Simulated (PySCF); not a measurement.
Al(F)(SiH3)2 (AlFH6Si2), SMILES [F][Al]([SiH3])[SiH3].

The structure is a stationary point at B3LYP-D3(BJ)/def2-SVP. The structure was generated by enumeration; whether it is a known compound was not checked.

The numbers are results of TDDFT-PBE/def2-SVPD in PySCF 2.14.0, not measurements.

Vertical excitations. The molecule is in vacuum.

```tsv
state	energy (eV)	λ (nm)	f	main pairs
S1	3.70	335	0.000	HOMO→LUMO 99 %
S2	5.06	245	0.000	HOMO→LUMO+1 97 %
S3	5.60	221	0.091	HOMO−1→LUMO 54 %, HOMO→LUMO+2 27 %
S4	5.70	218	0.206	HOMO→LUMO+2 50 %, HOMO−1→LUMO 23 %, HOMO−3→LUMO 15 %
S5	5.71	217	0.002	HOMO−2→LUMO 99 %
S6	5.92	209	0.108	HOMO−3→LUMO 66 %, HOMO−5→LUMO 13 %, HOMO→LUMO+4 13 %
S7	5.94	209	0.030	HOMO−5→LUMO 64 %, HOMO→LUMO+3 22 %
S8	5.99	207	0.005	HOMO−4→LUMO 96 %
S9	6.32	196	0.008	HOMO→LUMO+5 91 %
S10	6.44	193	0.092	HOMO→LUMO+3 57 %, HOMO−1→LUMO 14 %, HOMO−5→LUMO 10 %
T1	3.18	390	0	HOMO→LUMO 99 %
T2	4.54	273	0	HOMO→LUMO+1 96 %
T3	4.78	259	0	HOMO−1→LUMO 80 %
T4	4.86	255	0	HOMO→LUMO+2 84 %
```
Triplets are in the Tamm–Dancoff approximation, which puts them higher than full response would, so one can lie above its singlet here.
